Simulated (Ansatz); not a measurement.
Born–Oppenheimer molecular dynamics of CH₂BIO (6 atoms, charge 0, multiplicity 1). It starts at the highest image of a converged band. Of that band: Neighbouring images differ by up to 1.5 eV, so the band resolves the path poorly. A vibrational analysis at the climbing image gives one clearly imaginary mode, 2031i cm⁻¹: a first-order saddle point.

The calculation used RKS PBE/def2-SVP (Ansatz).

| Quantity | Value |
| --- | --- |
| ensemble | NVE (velocity Verlet) |
| time step | 0.5 fs |
| steps asked | 200 |
| starting velocities drawn for | 100 K |
| seed | 7792 |

Frames 1 fs apart, positions in Å.

Velocities at 35.0 fs (Å/ps):

```
O 8.07 10.38 -10.45
C -22.76 -9.47 27.92
B 14.41 -4.97 -19.03
I 0.25 0.35 0.45
H -21.01 -67.94 3.85
H -21.56 25.18 -23.00
```

```xyz
6
Properties=species:S:1:pos:R:3 time_fs=35.0 energy_less_start_eV=-1.731 T=3448
O -0.979 1.252 -0.291
C -0.226 0.330 -0.368
B 0.003 -1.122 0.232
I 1.679 -1.348 1.469
H 0.618 0.386 -1.177
H -0.311 -1.894 -1.032
6
Properties=species:S:1:pos:R:3 time_fs=36.0 energy_less_start_eV=-1.823 T=3627
O -0.972 1.262 -0.301
C -0.248 0.320 -0.340
B 0.017 -1.127 0.211
I 1.680 -1.348 1.470
H 0.597 0.316 -1.172
H -0.330 -1.865 -1.041
6
Properties=species:S:1:pos:R:3 time_fs=37.0 energy_less_start_eV=-1.989 T=3947
O -0.964 1.274 -0.311
C -0.270 0.310 -0.312
B 0.031 -1.133 0.187
I 1.680 -1.348 1.470
H 0.576 0.244 -1.164
H -0.342 -1.828 -1.022
6
Properties=species:S:1:pos:R:3 time_fs=38.0 energy_less_start_eV=-2.199 T=4351
O -0.958 1.286 -0.322
C -0.292 0.298 -0.284
B 0.045 -1.138 0.160
I 1.680 -1.347 1.471
H 0.554 0.170 -1.153
H -0.348 -1.786 -0.977
6
Properties=species:S:1:pos:R:3 time_fs=39.0 energy_less_start_eV=-2.371 T=4679
O -0.952 1.298 -0.331
C -0.314 0.287 -0.257
B 0.058 -1.144 0.131
I 1.680 -1.347 1.471
H 0.532 0.094 -1.138
H -0.347 -1.742 -0.911
6
Properties=species:S:1:pos:R:3 time_fs=40.0 energy_less_start_eV=-2.371 T=4675
O -0.945 1.311 -0.341
C -0.335 0.276 -0.231
B 0.071 -1.149 0.100
I 1.681 -1.347 1.472
H 0.511 0.017 -1.118
H -0.342 -1.703 -0.834
6
Properties=species:S:1:pos:R:3 time_fs=41.0 energy_less_start_eV=-2.154 T=4263
O -0.939 1.323 -0.350
C -0.358 0.266 -0.204
B 0.085 -1.152 0.069
I 1.681 -1.347 1.472
H 0.492 -0.060 -1.094
H -0.342 -1.681 -0.763
6
Properties=species:S:1:pos:R:3 time_fs=42.0 energy_less_start_eV=-2.028 T=4033
O -0.931 1.333 -0.359
C -0.382 0.258 -0.178
B 0.100 -1.151 0.040
I 1.681 -1.347 1.473
H 0.476 -0.139 -1.066
H -0.359 -1.691 -0.720
6
Properties=species:S:1:pos:R:3 time_fs=43.0 energy_less_start_eV=-2.310 T=4565
O -0.923 1.342 -0.368
C -0.407 0.251 -0.153
B 0.117 -1.147 0.014
I 1.682 -1.347 1.474
H 0.465 -0.220 -1.036
H -0.400 -1.741 -0.713
6
Properties=species:S:1:pos:R:3 time_fs=44.0 energy_less_start_eV=-2.680 T=5269
O -0.914 1.349 -0.376
C -0.434 0.247 -0.128
B 0.136 -1.138 -0.009
I 1.682 -1.347 1.474
H 0.462 -0.302 -1.006
H -0.462 -1.823 -0.730
6
Properties=species:S:1:pos:R:3 time_fs=45.0 energy_less_start_eV=-2.783 T=5471
O -0.903 1.354 -0.383
C -0.464 0.246 -0.103
B 0.155 -1.128 -0.033
I 1.682 -1.346 1.475
H 0.469 -0.387 -0.981
H -0.531 -1.920 -0.750
6
Properties=species:S:1:pos:R:3 time_fs=46.0 energy_less_start_eV=-2.647 T=5215
O -0.891 1.356 -0.390
C -0.495 0.248 -0.079
B 0.173 -1.117 -0.057
I 1.683 -1.346 1.475
H 0.491 -0.468 -0.969
H -0.595 -2.015 -0.762
```

Of the whole run (100 fs, mean temperature of the second half 2743 K): The conserved energy stayed within 1.7 meV per atom of its start (net change -1.1 meV per atom), so the integration is sound. The system heated up, since it started high on the potential surface and ran downhill. A run of 0.1 ps of so small a system gives no equilibrium averages. The orbitals stay closed-shell, which can raise the energy where a bond breaks towards radicals; this wasn't checked here.

Run time: 6.3 min on 1 thread of Arm Neoverse V1 (shared host), peak memory 0.13 GiB.
